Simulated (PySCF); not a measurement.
CH3ISe, SMILES [Se](C)I. Atoms are numbered in the order given.

```xyz
6

Se     0.4878    -1.2902     0.0000
I     -0.0707     1.1758     0.0000
C     -1.3199    -1.9971     0.0000
H     -1.1987    -3.0913     0.0000
H     -1.8595    -1.6887    -0.9042
H     -1.8595    -1.6887     0.9042
```
Charge 0, spin multiplicity 1.

The structure is a stationary point at PBE0-D3(BJ)/def2-SVP. The def2 effective core potentials stand for the cores of I; spin–orbit coupling is left out.

These are PySCF with TDA-ωB97X/def2-SVPD values and carry that method's errors.

Vertical excitations.  State labels are in the subgroup Cs.

```json
[
 {"state": "S1", "symmetry": "A\"", "energy (eV)": "2.52", "λ (nm)": "493", "f": "0.001", "main pairs": "HOMO→LUMO 97 %"},
 {"state": "S2", "symmetry": "A'", "energy (eV)": "3.89", "λ (nm)": "319", "f": "0.003", "main pairs": "HOMO−1→LUMO 97 %"},
 {"state": "S3", "symmetry": "A\"", "energy (eV)": "4.55", "λ (nm)": "272", "f": "0.000", "main pairs": "HOMO−2→LUMO 93 %"},
 {"state": "S4", "symmetry": "A\"", "energy (eV)": "5.42", "λ (nm)": "229", "f": "0.000", "main pairs": "HOMO→LUMO+1 73 %"},
 {"state": "S5", "symmetry": "A'", "energy (eV)": "6.31", "λ (nm)": "196", "f": "0.239", "main pairs": "HOMO−3→LUMO 68 %, HOMO−4→LUMO 21 %"},
 {"state": "S6", "symmetry": "A\"", "energy (eV)": "6.33", "λ (nm)": "196", "f": "0.000", "main pairs": "HOMO→LUMO+3 47 %, HOMO→LUMO+2 35 %, HOMO→LUMO+6 7 %"},
 {"state": "S7", "symmetry": "A\"", "energy (eV)": "7.03", "λ (nm)": "176", "f": "0.095", "main pairs": "HOMO→LUMO+3 37 %, HOMO→LUMO+2 32 %, HOMO→LUMO+4 7 %, HOMO→LUMO+6 6 %"},
 {"state": "S8", "symmetry": "A'", "energy (eV)": "7.15", "λ (nm)": "173", "f": "0.074", "main pairs": "HOMO−4→LUMO 38 %, HOMO−1→LUMO+1 32 %, HOMO→LUMO+5 11 %"},
 {"state": "S9", "symmetry": "A'", "energy (eV)": "7.40", "λ (nm)": "168", "f": "0.187", "main pairs": "HOMO→LUMO+5 34 %, HOMO−1→LUMO+2 22 %, HOMO−1→LUMO+1 18 %, HOMO−1→LUMO+3 9 %"},
 {"state": "S10", "symmetry": "A\"", "energy (eV)": "7.45", "λ (nm)": "166", "f": "0.024", "main pairs": "HOMO→LUMO+4 59 %, HOMO→LUMO+1 9 %"},
 {"state": "T1", "symmetry": "A\"", "energy (eV)": "1.86", "λ (nm)": "668", "f": "0", "main pairs": "HOMO→LUMO 96 %"},
 {"state": "T2", "symmetry": "A'", "energy (eV)": "3.25", "λ (nm)": "382", "f": "0", "main pairs": "HOMO−1→LUMO 96 %"},
 {"state": "T3", "symmetry": "A\"", "energy (eV)": "3.95", "λ (nm)": "314", "f": "0", "main pairs": "HOMO−2→LUMO 95 %"},
 {"state": "T4", "symmetry": "A'", "energy (eV)": "4.52", "λ (nm)": "274", "f": "0", "main pairs": "HOMO−3→LUMO 94 %"}
]
```
Triplets are in the Tamm–Dancoff approximation.
